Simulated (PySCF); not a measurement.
A side-by-side comparison of computed properties.

First species: C7H12O3.
InChI=1S/C7H12O3/c1-3-4-7(2)5-9-6(8)10-7/h3-5H2,1-2H3/t7-/m1/s1

Second species: C3H7Cl2F3Si2.
SMILES with atom numbers: `[F:1][C:2]([F:3])([F:4])[C:5]([SiH3:6])([SiH3:7])[CH:8]([Cl:9])[Cl:10]` (hydrogens: H11, H12, H13 on Si6; H14, H15, H16 on Si7; H17 on C8)

Cartesian coordinates in Å at the GFN2-xTB level; atoms count from 1:
```
atom  x, y, z in Å
F1    -1.093    0.255    2.146
C2    -0.816    0.862    0.968
F3    -2.003    1.311    0.520
F4    -0.112    1.963    1.282
C5    -0.079   -0.024    0.018
Si6    0.396    1.044   -1.514
Si7    1.440   -0.719    0.987
C8    -0.977   -1.169   -0.370
Cl9   -0.003   -2.524   -0.960
Cl10  -2.122   -0.718   -1.661
H11    0.725    0.102   -2.577
H12    1.569    1.813   -1.102
H13   -0.707    1.933   -1.856
H14    2.432   -1.134    0.004
H15    1.949    0.378    1.805
H16    0.968   -1.810    1.834
H17   -1.573   -1.549    0.465
```

Levels: PBE0/pcSseg-1 for dipole moment, HOMO energy, LUMO energy and HOMO–LUMO gap; GFN2-xTB for rotational constant A and rotational constant C. Geometries: GFN2-xTB. All species are isolated and taken at one optimised geometry, non-relativistic unless stated. Electronic properties by PySCF.

The conformers computed, where there is a choice (atom-mapped SMILES and torsion angles):
- `[CH3:1][CH2:2][CH2:3][C@:4]1([CH3:5])[CH2:6][O:7][C:8](=[O:9])[O:10]1`: C1–C2–C3–C4 175°, C2–C3–C4–C5 60°
- `[F:1][C:2]([F:3])([F:4])[C:5]([SiH3:6])([SiH3:7])[CH:8]([Cl:9])[Cl:10]`: F1–C2–C5–Si6 -174°, C2–C5–C8–Cl9 -158°

Values for the first species:

- Dipole moment: 6.11 D
- HOMO energy: -8.40 eV
- LUMO energy: 0.88 eV
- HOMO–LUMO gap: 9.28 eV
- Rotational constant A: 2.753 GHz
- Rotational constant C: 0.717 GHz

(1) Estimate the same properties for the second species, and the change in each.

Answers

(1) 
| property | first | second | second less first |
| --- | --- | --- | --- |
| dipole moment | 6.11 D | 1.42 D | -4.69 D |
| HOMO energy | -8.40 eV | -8.93 eV | -0.53 eV |
| LUMO energy | 0.88 eV | -0.57 eV | -1.45 eV |
| HOMO–LUMO gap | 9.28 eV | 8.36 eV | -0.92 eV |
| rotational constant A | 2.753 GHz | 0.886 GHz | -1.867 GHz |
| rotational constant C | 0.717 GHz | 0.562 GHz | -0.155 GHz |

On the first: A dipole of 6.11 D is allowed in C1, and pure rotational transitions are dipole-allowed. The dipole matches unit charges of opposite sign 1.27 Å apart (1 e·Å = 4.8032 D).

On the second: A dipole of 1.42 D is allowed in C1, and pure rotational transitions are dipole-allowed. The dipole matches unit charges of opposite sign 0.30 Å apart (1 e·Å = 4.8032 D).
